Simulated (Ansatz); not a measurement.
`[OH][GaH][Br]` + `[Br][In]([Br])[Br]` → `[OH][Ga]([Br])[Br]` + `[Br][InH][Br]` at 500 K and 1 bar (redistribution).

Computed with Ansatz on PBE0-D4/def2-TZVP structures; ΔE is electronic, products minus reactants. CCSD(T)/CBS is the MP2 limit (def2-TZVPP, def2-QZVPP) plus CCSD(T) − MP2 in def2-TZVPP, frozen cores. def2 core potentials past Kr. For Br, Ga, In outer-core shells are correlated without core-valence functions, which leaves a few kJ/mol of doubt a bond. Scalar relativity is left out up to krypton. One conformer a species, not always the lowest.

```tsv
species	CCSD(T)/CBS energy (Eh)	H − E (kJ/mol)	S (J/(mol·K))
`[OH][GaH][Br]`	-4573.71961	87.1	350.7
`[Br][In]([Br])[Br]`	-7909.93741	42.2	416.9
`[OH][Ga]([Br])[Br]`	-7146.50037	77.6	403.7
`[Br][InH][Br]`	-5337.15310	50.2	372.7
```

H − E and S are ideal-gas, rigid-rotor, harmonic terms from PBE0-D4/def2-TZVP, for one conformer and one mirror image of each species. 1 Eh = 2625.50 kJ/mol, R = 8.31446 J/(mol·K).

Q: By hand: ΔE, ΔH, ΔS and ΔG.

A: ΔE = (-7146.50037) + (-5337.15310) − (-4573.71961) − (-7909.93741) = 0.00355 Eh = 9.3 kJ/mol. Δ(H − E) = 77.6 + 50.2 − 87.1 − 42.2 = -1.5, so ΔH = 7.8 kJ/mol. ΔS = 403.7 + 372.7 − 350.7 − 416.9 = 8.8 J/(mol·K). ΔG = 7.8 − 500 × (8.8)/1000 = 3.4 kJ/mol.

Q: By hand: the equilibrium constant, and the temperature at which ΔG would vanish if ΔH and ΔS stayed fixed.

A: log₁₀ K = −ΔG/(RT ln 10) = -0.4. ΔG = 0 at ΔH/ΔS = 886 K, though so small a ΔH makes that figure unsure.

TΔS isn't small against ΔH here. The sign of ΔG lies within the doubt. A doubt of 5 kJ/mol in ΔE shifts log₁₀ K by 0.5 here. Other conformers and mirror images would add mixing entropy, several J/(mol·K) or more a flexible species. These are equilibria of isolated gas molecules and say nothing of rates. Largest T1 diagnostic: 0.012 (customary marks: 0.02 for closed shells, 0.045 for open ones).
